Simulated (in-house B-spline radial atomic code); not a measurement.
Inner levels of platinum as electrons are removed. A shift is the extra binding of the orbital against the neutral atom ([Xe] 4f14 5d3/2(4) 5d5/2(5) 6s1). The density at the nucleus is averaged over the nuclear charge. Computed with a B-spline radial code for spherical atoms: Dirac-Hartree-Fock, jj configuration that fills j = l - 1/2 first, finite nuclei.

A number in brackets counts the electrons of a j subshell.

| ion | configuration | shift of 2s1/2 (eV) | shift of 5p3/2 (eV) | shift of 3p3/2 (eV) | radius of 2s1/2 (bohr) | radius of 5p3/2 (bohr) | radius of 3p3/2 (bohr) | Σ<r²> (bohr²) | change of density at nucleus (bohr⁻³) |
| --- | --- | --- | --- | --- | --- | --- | --- | --- | --- |
| Pt | [Xe] 4f14 5d3/2(4) 5d5/2(5) 6s1 | 0 | 0 | 0 | 0.071659 | 1.146 | 0.19203 | 61.3 | - |
| Pt+ | [Xe] 4f14 5d3/2(4) 5d5/2(5) | ? | ? | ? | ? | ? | ? | ? | ? |
| Pt2+ | [Xe] 4f14 5d3/2(4) 5d5/2(4) | ? | ? | ? | ? | ? | ? | ? | ? |
| Pt3+ | [Xe] 4f14 5d3/2(4) 5d5/2(3) | 35.838 | 33.93 | 35.803 | 0.071659 | 1.1259 | 0.19203 | 37.159 | -63.09 |
| Pt4+ | [Xe] 4f14 5d3/2(4) 5d5/2(2) | 51.971 | 48.382 | 51.843 | 0.071659 | 1.1147 | 0.19203 | 33.237 | -35.52 |
| Pt5+ | [Xe] 4f14 5d3/2(4) 5d5/2(1) | 69.371 | 63.684 | 69.101 | 0.071658 | 1.1031 | 0.19202 | 29.889 | -1.33 |
| Pt6+ | [Xe] 4f14 5d3/2(4) | 87.929 | 79.731 | 87.465 | 0.071658 | 1.0912 | 0.19201 | 26.959 | 39.17 |
| Pt7+ | [Xe] 4f14 5d3/2(3) | 107.95 | 97.443 | 107.21 | 0.071658 | 1.0794 | 0.19201 | 24.423 | 89.63 |
| Pt8+ | [Xe] 4f14 5d3/2(2) | 128.99 | 115.8 | 127.92 | 0.071657 | 1.0677 | 0.192 | 22.129 | 145.88 |

**Question.** Fill in the row of Pt+.

**Answer.** shift of 2s1/2 (eV): 8.0802; shift of 5p3/2 (eV): 8.2747; shift of 3p3/2 (eV): 8.1053; radius of 2s1/2 (bohr): 0.071659; radius of 5p3/2 (bohr): 1.1449; radius of 3p3/2 (bohr): 0.19204; Σ<r²> (bohr²): 48.077; change of density at nucleus (bohr⁻³): -96.91.

**Question.** Fill in the row of Pt2+.

**Answer.** shift of 2s1/2 (eV): 21.128; shift of 5p3/2 (eV): 20.48; shift of 3p3/2 (eV): 21.141; radius of 2s1/2 (bohr): 0.071659; radius of 5p3/2 (bohr): 1.1361; radius of 3p3/2 (bohr): 0.19203; Σ<r²> (bohr²): 41.925; change of density at nucleus (bohr⁻³): -83.64.
